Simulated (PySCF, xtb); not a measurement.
ethynyl anion (C₂H), SMILES [C-]#C, charge -1.

Harmonic wavenumbers (cm⁻¹) from GFN2-xTB (xtb) at its own minimum, in rising order: 684, 684, 1994, 2499.

Task: What does PySCF with PBE0-D3(BJ)/def2-TZVPD give at its own minimum? (Estimate from the structure and the level; the computed values follow.)

Result: 552, 552, 1915, 3380. Paired by order, the mean absolute difference is 306 cm⁻¹ and the zero-point energies are 8.4 and 9.1 kcal/mol.
